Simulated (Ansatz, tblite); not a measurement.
GaAs nanocrystals, H-capped: gap (eV) at several levels, gas phase, relaxed structures; Ansatz, xTB through tblite. Levels of anions in sets without diffuse functions are rough. A dash marks a value that wasn't run or was left out as unsound. The structures are stationary points that may keep the symmetry of their start.

```tsv
species	state	geometry	GFN1-xTB	PBE-D4/def2-SVP	PBE-D4/def2-TZVP	r2SCAN-D4/def2-TZVP	PBE0-D4/def2-TZVP
Ga4As4H14, cut from wurtzite	singlet	PBE-D4/def2-SVP	4.54	4.39	4.34	4.76	6.10
Ga5As4H16⁻, cut from zinc blende	singlet	PBE-D4/def2-SVP	4.59	4.28	4.22	4.62	5.96
Ga6As6H18, cut from wurtzite	singlet	PBE-D4/def2-SVP	4.02	3.93	3.88	4.28	5.60
Ga7As7H20, cut from zinc blende	singlet	PBE-D4/def2-SVP	3.97	3.63	3.62	4.00	5.32
Ga8As8H22, cut from wurtzite	singlet	PBE-D4/def2-SVP	3.99	3.90	3.85	–	5.50
Ga8As9H24⁺, cut from zinc blende	singlet	PBE-D4/def2-SVP	3.66	3.59	3.58	3.99	5.27
Ga9As9H24, cut from wurtzite	singlet	PBE-D4/def2-SVP	3.94	3.76	3.71	4.12	5.36
Ga9As9H28, cut from zinc blende, disc	singlet	PBE-D4/def2-SVP	3.60	3.63	3.60	4.01	5.26
Ga10As9H26⁻, cut from wurtzite	singlet	PBE-D4/def2-SVP	3.78	3.66	3.61	3.98	5.22
Ga10As10H28, cut from zinc blende	singlet	r2SCAN-D4/def2-SVP	3.71	3.79	3.76	4.12	5.40
Ga10As10H30, cut from zinc blende	singlet	PBE-D4/def2-SVP	3.63	3.66	3.62	3.98	5.28
Ga12As11H32⁻, cut from zinc blende	singlet	PBE-D4/def2-SVP	3.58	3.53	3.50	–	5.11
Ga12As12H32, cut from zinc blende	singlet	PBE-D4/def2-SVP	3.49	3.51	3.49	–	5.14
```

**Question.** Estimate the column for PBE0-D4/def2-SVP.

**Answer.** Ga4As4H14, cut from wurtzite 6.17; Ga5As4H16⁻, cut from zinc blende 6.04; Ga6As6H18, cut from wurtzite 5.67; Ga7As7H20, cut from zinc blende 5.35; Ga8As8H22, cut from wurtzite 5.57; Ga8As9H24⁺, cut from zinc blende 5.29; Ga9As9H24, cut from wurtzite 5.42; Ga9As9H28, cut from zinc blende, disc 5.31; Ga10As9H26⁻, cut from wurtzite 5.29; Ga10As10H28, cut from zinc blende 5.47; Ga10As10H30, cut from zinc blende 5.34; Ga12As11H32⁻, cut from zinc blende 5.17; Ga12As12H32, cut from zinc blende 5.17.
